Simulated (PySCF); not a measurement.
**Electronic structure of Ru²⁺ (ruthenium, charge +2) at the M06-L level**

Configuration: [Kr] 4d6, high-spin 5D determinant. Computed with PySCF 2.14 in aug-cc-pwCVTZ-PP with ECP28MDF, with a scalar-relativistic core potential.

| Item | Value |
| --- | --- |
| Total energy | -93.6657 hartree |
| One-electron energy | -153.6016 hartree |
| Hartree (Coulomb) energy | 69.6632 hartree |
| Exchange-correlation energy | -9.7273 hartree |
| ⟨S²⟩ | 6.0026 |
| ⟨L²⟩ | 6.018 |
| Sum of ⟨r⟩ | 18.03 bohr |
| Sum of ⟨r²⟩ | 27.22 bohr² |
| Traceless quadrupole moment −½Σ⟨3z² − r²⟩ along its main axis | 0.706 e·bohr² |

```
shell  electrons  mean orbital energy (hartree)  spread (hartree)  rms radius, mean of both spins (bohr)
 4s α          1                       -3.66758                 0                                   1.09
 4s β          1                       -3.53742                 0                                   1.09
 4p α          3                       -2.53710           0.05095                                   1.21
 4p β          3                       -2.39160           0.01200                                   1.21
 4d α          5                       -0.92325           0.05296                                   1.64
 4d β          1                       -0.82902                 0                                   1.64
```

Energies and moments cover only the electrons outside the core potential.
